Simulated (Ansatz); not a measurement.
Stepwise reaction of `[O]=[Mo](=[O])([F])[F]` with ammonia, as a gas-phase model of exchange steps in deposition or etching. ΔE in kJ/mol; ΔG adds harmonic PBE0-D4 terms to CCSD(T)/CBS, at 1 bar.

Gas-phase electronic energies from Ansatz, PBE0-D4/def2-TZVP geometries. CBS: MP2 limit from def2 TZ/QZ plus the TZ coupled-cluster correction, frozen cores. This one scheme is used for every species. DFT in def2-TZVPP. B3LYP here is the variant with VWN-RPA as its local correlation; programs differ in this. Elements past krypton have def2 core potentials. For Mo outer-core shells are correlated without core-valence functions, which leaves a few kJ/mol of doubt a bond. One conformer a species, not always the lowest.

| step | reaction | PBE-D4 | B3LYP-D4 | ωB97M-V | CCSD(T)/CBS | ΔG(400 K) |
| --- | --- | --- | --- | --- | --- | --- |
| 1 | `[O]=[Mo](=[O])([F])[F]` + NH₃ → `[NH2][Mo](=[O])(=[O])[F]` + H–F | 45.9 | 43.3 | 46.2 | 35.3 | 32.4 |

(1) Give the row of step 2, `[NH2][Mo](=[O])(=[O])[F]` + NH₃ → `[NH2][Mo]([NH2])(=[O])=[O]` + H–F. (An estimate is asked.)

(2) By hand: ΔE of the 2 steps together at CCSD(T)/CBS.

Results:

(1) The calculation gave: 
```csv
step,reaction,PBE-D4,B3LYP-D4,ωB97M-V,CCSD(T)/CBS,ΔG(400 K)
2,`[NH2][Mo](=[O])(=[O])[F]` + NH₃ → `[NH2][Mo]([NH2])(=[O])=[O]` + H–F,67.5,65.8,67.6,56.9,54.8
```

(2) (35.3) + (56.9) = 92.2 kJ/mol, or 46.1 kJ/mol a step.

In ΔE each step is higher than the one before. All are uphill at CCSD(T)/CBS. ΔG lies between 32.4 and 54.8 kJ/mol a step. PBE-D4 differs from CCSD(T)/CBS by 10.6 to 10.6 kJ/mol a step. Isolated molecules leave out the surface, adducts and barriers. Largest T1 diagnostic: 0.025.
